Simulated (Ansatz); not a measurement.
Born–Oppenheimer molecular dynamics of Cl2H6HfN2 (11 atoms, charge 0, multiplicity 1). It starts at the highest image of a converged band. Of that band: Neighbouring images differ by up to 1.6 eV, so the band resolves the path poorly. A vibrational analysis at the climbing image gives one clearly imaginary mode, 931i cm⁻¹: a first-order saddle point.

All numbers below come from Ansatz 0.2.0, RHF/def2-SVP.

- ensemble: NVE (velocity Verlet)
- time step: 0.5 fs
- steps asked: 200
- starting velocities drawn for: 300 K
- seed: 11935

First frame:

```xyz
11
Properties=species:S:1:pos:R:3
Hf -0.381 0.043 -0.287
Cl 0.117 -1.124 2.309
N 1.645 0.245 -0.281
H 2.292 -0.189 0.353
H 2.164 0.777 -0.961
Cl -1.158 1.664 -1.867
N -1.115 -1.741 -0.921
H -1.934 -1.826 -1.501
H -0.717 -2.655 -0.794
H -1.387 0.687 1.272
H -0.818 -0.090 1.976
```

Problem. How far do the bonds stretch over the last three quarters of this one trajectory? (Pairs bonded in most of those frames.)

Solution. 
```tsv
bond	mean (Å)	spread (Å)	shortest	longest
Hf1–Cl2	3.017	0.184	2.82	3.40
Hf1–N3	2.050	0.017	2.02	2.07
Hf1–Cl6	2.419	0.050	2.31	2.48
Hf1–N7	2.039	0.026	2.00	2.09
Hf1–H10	1.888	0.067	1.79	2.00
Cl2–H11	1.279	0.018	1.25	1.31
N3–H4	1.005	0.012	0.99	1.03
N3–H5	1.008	0.012	0.99	1.03
N7–H8	1.008	0.008	0.99	1.02
N7–H9	1.006	0.012	0.99	1.02
```

Mean temperature of the second half: 370 K. The conserved energy stayed within 0.11 meV per atom of its start (net change 0.022 meV per atom), so the integration is sound. A run of 0.1 ps of so small a system gives no equilibrium averages. The orbitals stay closed-shell, which can raise the energy where a bond breaks towards radicals; this wasn't checked here.

The run took 10 min on 2 threads of AMD EPYC 7R43 64-Core Processor (Zen 3), on a shared host, peak memory 0.31 GiB.
